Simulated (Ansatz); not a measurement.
Ideal-gas functions of BrCdH2N, SMILES `[NH2][Cd][Br]` at 800 K and 1 bar, from an Ansatz frequency run at PBE0-D4/def2-TZVP.

Molar mass 208.34 g/mol, point group Cs (symmetry number 1), electronic degeneracy 1, moments of inertia 1.825, 409.816, 410.643 u Å². Harmonic wavenumbers (cm⁻¹, unscaled): 105, 106, 253, 554, 634, 818, 1558, 3517, 3611.

Use S(trans) = R[1.5 ln M + 2.5 ln T − 1.1517]; rotational temperatures θ = 24.2544 K / I; S(rot) = R[ln(√π/σ · √(T³/θAθBθC)) + 1.5]; for each mode x = 1.438777 ν̃/T, S = R[x/(eˣ − 1) − ln(1 − e⁻ˣ)] and H = RT x/(eˣ − 1); 1 cm⁻¹ = 0.0119627 kJ/mol; R = 8.31446 J/(mol·K).

Q: By hand: the entropy, in J/(mol·K).

A: Translation 196.0. Rotation: θ = 13.2901, 0.0592, 0.0591 K, giving 113.4. Vibration, mode by mode: 22.19, 22.11, 14.93, 8.68, 7.66, 5.82, 2.03, 0.11, 0.09, in all 83.6. Electronic 0.0. Sum 393.0 J/(mol·K).

Q: By hand: H − E and G − E in kJ/mol, counted from the electronic energy.

A: Zero-point energy ½ × 11156 × 0.0119627 = 66.7; thermal vibration 29.0; translation, rotation and pV give 4 RT = 26.6. H − E = 122.3 kJ/mol, and G − E = 122.3 − 800 × 393.0/1000 = -192.1 kJ/mol.

Vibration gives 21 % of the entropy, 44.3 J/(mol·K) of it from the modes under 150 cm⁻¹: soft modes count most, and the harmonic formula is weakest for them. The sum counts one conformer and one mirror image; others add a mixing term.
